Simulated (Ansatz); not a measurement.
Input for Ansatz (an electronic-structure program): R-PBE/def2-TZVPP on CHO2 (SMILES O=C=[OH+]), atoms moved off the minimum. Charge +1.

Ansatz 0.2 input:
```yaml
crystal:
  periodic: [false, false, false]
  atoms:
    - {symbol: O, position_ang: [1.19152213, -0.11377171, -0.08861528]}
    - {symbol: C, position_ang: [0.14378357, 0.02383134, -0.03280880]}
    - {symbol: O, position_ang: [-0.96962926, 0.02802203, 0.23439981]}
    - {symbol: H, position_ang: [-1.68211825, 0.47517301, -0.44110155]}
basis:
  gaussian:
    orbitals: def2-TZVPP
hamiltonian:
  xc: {name: PBE}
total_charge: 1
scf: {lower_state_search: off}
output: {forces: true}
```

Program output:

```
Functional definition: PBE
[...]
these checks for a lower state are left out or cut short: stability, starts, cluster_reference, orbital_swaps, neighbouring_geometries, increment
integrals: 0.02 GiB planned
541 factors; their error is unknown
mean field: 0.22 GiB planned
mean field evaluation 1: about -5120.4827 eV, gradient 9.5e1 eV
mean field evaluation 2: about -5095.8986 eV, gradient 1.5e2 eV
mean field evaluation 4: about -5133.1640 eV, gradient 1.8e1 eV
mean field evaluation 8: about -5133.6707 eV, gradient 1.5e-1 eV
mean field evaluation 16: about -5133.6673 eV, gradient 1.5e-4 eV
mean field -5133.66730394 eV, -188.6587936951 hartree, gradient 5.0e-6 eV, S^2 0.000000; 0 other end points of the search recorded, 0 dependent functions left out
the calculation of the forces begins
reference -5133.66732360 eV, -188.6587944176 hartree; 11, 11 occupied and 96, 96 virtual orbitals, 541 factors
Total energy: -5133.66732360 eV, -188.6587944176 hartree
Atom 0 at     1.191522    -0.113772    -0.088615 Å, force    12.525535    -1.254853    -1.147777 eV/Å
Atom 1 at     0.143784     0.023831    -0.032809 Å, force    -4.039580     0.749467    -0.216658 eV/Å
Atom 2 at    -0.969629     0.028022     0.234400 Å, force   -10.007718     1.626532    -0.421880 eV/Å
Atom 3 at    -1.682118     0.475173    -0.441102 Å, force     1.521763    -1.121146     1.786315 eV/Å
Dipole moment:    -0.685460     0.248242    -0.278932 e Å
Checks for a lower state left out: stability, starts, cluster_reference, orbital_swaps, neighbouring_geometries, increment
```

Self-consistency was reached.

Cost: very roughly 0.7 core-seconds.
